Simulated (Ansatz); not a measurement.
Calculated with Ansatz (gas phase, PBE0-D4/def2-TZVP geometries, no zero-point term in ΔE). CCSD(T)/CBS adds triple-zeta CCSD(T) − MP2 to the extrapolated MP2 energy (def2 sets, frozen cores). This one scheme is used for every species. DFT in def2-TZVPP. B3LYP here is the variant with VWN-RPA as its local correlation; programs differ in this. One conformer a species, not always the lowest.

Consider the cleavage of the Si–B bond: `C=C[SiH2]B(O)Cl` + `O[SiH2]F` → `C=C[SiH2]O[SiH2]F` + `OBCl`.

| level | ΔE (kJ/mol) | difference from CCSD(T)/CBS |
| --- | --- | --- |
| PBE-D4 | -112.8 | 23.8 |
| r2SCAN-D4 | -132.8 | 3.8 |
| PBE0-D4 | -122.9 | 13.7 |
| B3LYP-D4 | -138.3 | -1.7 |
| ωB97X-V | -134.4 | 2.2 |
| ωB97M-V | -137.5 | -0.9 |
| B2PLYP | -142.2 | -5.6 |
| PBE | -114.0 | 22.6 |
| r2SCAN | -133.0 | 3.6 |
| PBE0 | -124.0 | 12.6 |
| B3LYP | -140.4 | -3.8 |
| HF/def2-TZVPP | -169.1 | -32.5 |
| MP2/def2-TZVPP | -140.9 | -4.3 |
| SCS-MP2/def2-TZVPP | -145.7 | -9.1 |
| CCSD/def2-TZVPP | -141.1 | -4.5 |
| CCSD(T)/def2-TZVPP | -136.0 | 0.6 |
| HF/def2-QZVPP | -171.8 | -35.2 |
| MP2/def2-QZVPP | -142.1 | -5.5 |
| SCS-MP2/def2-QZVPP | -146.9 | -10.3 |
| HF/CBS(def2) | -172.1 | -35.5 |
| MP2/CBS(def2) | -141.5 | -4.9 |
| CCSD/CBS(def2) | -141.8 | -5.2 |
| CCSD(T)/CBS | -136.6 | 0 |

Largest T1 diagnostic among the species: 0.013.

From PBE to PBE0 (25 % exact exchange), in def2-TZVPP and without D4, ΔE moves by −10.0 kJ/mol. In def2-TZVPP, CCSD(T) changes the Hartree–Fock value by +33.1 kJ/mol (the triples alone add +5.2 kJ/mol) and MP2 by +28.2 kJ/mol.
